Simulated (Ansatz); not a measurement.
Reaction (redistribution): `O[Si@@H](F)N[Si@@H](O)F` + `O[SiH2]C[SiH](O)Cl` → `O[Si@H](Cl)C[Si@@H](O)F` + `O[SiH2]N[SiH](O)F`

Computed with Ansatz on PBE0-D4/def2-TZVP structures; ΔE is electronic, products minus reactants. CBS: MP2 limit from def2 TZ/QZ plus the TZ coupled-cluster correction, frozen cores. DFT in def2-TZVPP. B3LYP here is the variant with VWN-RPA as its local correlation; programs differ in this. One conformer a species, not always the lowest.

| level | ΔE (eV) |
| --- | --- |
| ωB97M-V | 0.14 |
| B3LYP | 0.10 |

What does CCSD(T)/CBS give? (Best estimate.)

Ansatz gave: +0.14 eV. The listed levels differ from it by 0.00, -0.04 eV.

Largest T1 diagnostic among the species: 0.012.

In def2-TZVPP, CCSD(T) changes the Hartree–Fock value by +0.05 eV (the triples alone add +0.01 eV) and MP2 by +0.05 eV. The D4 term adds +0.04 eV with B3LYP and +0.02 eV with PBE0; it sums over pairs of atoms, weighted by their polarisabilities, and B3LYP, whose exchange is more repulsive, gets the larger term.
